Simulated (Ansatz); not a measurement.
Calculated with Ansatz (gas phase, PBE0-D4/def2-TZVP geometries, no zero-point term in ΔE). CCSD(T)/CBS adds triple-zeta CCSD(T) − MP2 to the extrapolated MP2 energy (def2 sets, frozen cores). DFT in def2-TZVPP. For Ge outer-core shells are correlated without core-valence functions, which leaves a few kJ/mol of doubt a bond. Scalar relativity is left out up to krypton. One conformer a species, not always the lowest.

`N[CH](F)[GeH3]` + `C1=NCO1` → `[GeH3][CH]1N=CO1` + `NCF`  (formal exchange of groups at a Ge–C bond)

```tsv
level	ΔE (eV)
B2PLYP	-0.17
PBE	-0.14
PBE0	-0.15
HF/def2-TZVPP	-0.16
MP2/def2-TZVPP	-0.22
CCSD/def2-TZVPP	-0.18
CCSD(T)/def2-TZVPP	-0.18
SCS-MP2/def2-QZVPP	-0.20
```

(1) What does CCSD(T)/CBS give? (Best estimate.)

Largest T1 diagnostic among the species: 0.015.

Answers

(1) The calculation gave: -0.18 eV. The listed levels differ from it by 0.01, 0.04, 0.03, 0.02, -0.04, 0.00, 0.00, -0.02 eV.
